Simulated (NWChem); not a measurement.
# C₂HCl₂FSi; SMILES Cl[Si](C#C)(F)Cl

```xyz
7

C     -0.4599    -2.9448     0.0000
C     -0.1690    -1.7646     0.0000
Si     0.2548    -0.0087     0.0000
F      1.8535     0.1554     0.0000
Cl    -0.4669     0.9055    -1.6680
Cl    -0.4669     0.9055     1.6680
H     -0.7170    -3.9903     0.0000
```
Atoms are numbered in this order, from 1.

Computed with NWChem. Pople sets run with spherical d functions. Coordinates come from a PBE0/def2-SVP optimisation. Level: M05-2X/6-31G* with SMD (1 M gas to 1 M solution), gas-phase geometry. Reactions with the solvent are ignored.

For solvent acetonitrile:

```
Property                                     Result
-------------------------------------------  ------
solvation free energy (kcal/mol)               -3.7
cavity-dispersion-structure term (kcal/mol)     0.4
```

Estimate the same quantities for solvent water.


| Quantity | Result |
|---|---|
| solvation free energy (kcal/mol) | 0.5 |
| cavity-dispersion-structure term (kcal/mol) | 4.7 |
